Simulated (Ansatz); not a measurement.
[NbS4]3- (NbS4³⁻), relaxed as a singlet with RKS B3LYP-D4/def2-SVPD in Ansatz, starting from the GFN2-xTB (ALPB water) geometry. Force threshold 0.02 eV/Å.

In the def2 sets Nb takes a core potential; there is no spin–orbit coupling. A multiply charged anion in the gas phase is held together partly by the finite basis. Removing one electron lowers the energy by 4.36 eV at PBE0-D4/def2-TZVPD, so it isn't bound. The highest occupied level of the charge -3 singlet lies above zero (up to 5.85 eV). By energy differences it is unbound by 4.36 eV (vertical, against the charge -2 doublet, at CCSD(T)/def2-SVPD) and held by the finite basis.

Start:

```tsv
atom	x (Å)	y (Å)	z (Å)
Nb1	0.0018	-0.0010	0.0016
S2	0.6441	2.0285	-0.8509
S3	-2.1414	-0.4622	-0.6725
S4	0.0833	0.0699	2.2915
S5	1.4122	-1.6352	-0.7697
```

Task: Estimate the energy that the relaxation releases and the steps that it takes.

Result: 1.2 kcal/mol, in 3 steps; 22 s on 4 threads of Intel Xeon on a shared host. No frequencies were taken in this run, so the end may be a saddle point.

Task: Does the start keep its bonding and symmetry?

Result: By distances, no bond broke or formed. The bond that changes most is Nb1–S5, from 2.29 to 2.33 Å (atoms count from 1). Point group Td at the start, Td at the end, both within 0.05 Å.

Task: Predict the relaxed structure.

Result: 
```xyz
5

Nb    0.000    0.000    0.000
S     0.656    2.062   -0.864
S    -2.177   -0.471   -0.683
S     0.086    0.070    2.328
S     1.435   -1.661   -0.781
```
Bond lengths: 4 × Nb–S 2.33 Å.
